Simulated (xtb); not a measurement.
C5H13O2Si (SMILES CCO[Si](C)OCC), doublet, geometry from GFN2-xTB. Base run: GFN0-xTB (xtb 6.7.1).

Input for xtb:
```
$ xtb mol.xyz --gfn 0 --uhf 1 --json

# file mol.xyz
21

C      3.05846234     0.28910871     1.24719200
C      2.24242151     0.65709253     0.01620281
O      0.92668568     0.22424752     0.18666282
Si    -0.30232836     0.12453516    -0.89989900
C      0.12309416    -0.96046381    -2.40328001
O     -1.48439232    -0.68311044    -0.11957917
C     -1.91235910    -0.53063559     1.19959549
C     -2.61587830     0.80145591     1.41758090
H      4.08422782     0.62759919     1.12904977
H      2.62814443     0.75523640     2.12999237
H      3.05286688    -0.78889609     1.38790266
H      2.67641018     0.19199985    -0.87793970
H      2.25026184     1.74488582    -0.13161016
H      0.50450970    -1.92504122    -2.07192271
H     -0.75068749    -1.13755596    -3.01846673
H      0.88004992    -0.48895986    -3.02179221
H     -1.05404886    -0.61071608     1.87646289
H     -2.60045651    -1.35932804     1.40104063
H     -2.98518975     0.86838854     2.43732044
H     -1.91676814     1.61312024     1.23128301
H     -3.44951319     0.89733185     0.72684959
```

The base run was repeated with changes; each row names its change, and settings that it needs were set with it.

| change | ΔE vs base (kcal/mol) |
|---|---|
| base | 0.000 |
| acc = 30 | 0.000 |
| etemp = 3000 | -0.121 |
| file = coord | 0.000 |
